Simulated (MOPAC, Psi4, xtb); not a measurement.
Conformational energy of SMILES COc1ccc(O)s1 (C5H6O2S). Scanned: dihedral S8–C6–O7–H14; all other coordinates were relaxed at GFN2-xTB. Points at φ and −φ are mirror images. Heavy atoms are numbered in the order of the SMILES COc1ccc(O)s1, hydrogens after them in the order of the atoms that carry them; the mirror image has the same energies with the sign of each dihedral reversed.

Computed with: PBE-D3(BJ)/def2-SVP // GFN2-xTB (Psi4); AM1, restricted, heats of formation // GFN2-xTB (MOPAC); GFN1-xTB // GFN2-xTB (xtb).

Energies in kJ/mol, each method relative to its own lowest point.

| φ / ° | PBE-D3(BJ)/def2-SVP | AM1 | GFN1-xTB |
|---|---|---|---|
| -165 | 0.3 | 0.6 | 2.4 |
| -150 | 1.0 | 2.2 | 3.9 |
| -135 | 1.8 | 4.3 | 5.7 |
| -120 | 2.3 | 6.5 | 7.2 |
| -105 | 2.3 | 8.3 | 7.8 |
| -90 | 2.0 | 9.7 | 7.5 |
| -75 | 1.4 | 10.8 | 6.2 |
| -60 | 1.2 | 11.8 | 4.5 |
| -45 | 1.5 | 12.8 | 2.8 |
| -30 | 2.2 | 13.6 | 1.3 |
| -15 | 2.9 | 14.3 | 0.3 |
| 0 | 3.3 | 14.6 | 0.0 |
| 15 | 2.9 | 14.3 | 0.3 |
| 30 | 2.2 | 13.6 | 1.3 |
| 45 | 1.5 | 12.8 | 2.8 |
| 60 | 1.2 | 11.8 | 4.5 |
| 75 | 1.4 | 10.8 | 6.2 |
| 90 | 2.0 | 9.7 | 7.5 |
| 105 | 2.3 | 8.3 | 7.8 |
| 120 | 2.3 | 6.5 | 7.2 |
| 135 | 1.8 | 4.3 | 5.7 |
| 150 | 1.0 | 2.2 | 3.9 |
| 165 | 0.3 | 0.6 | 2.4 |
| 180 | 0.0 | 0.0 | 1.8 |
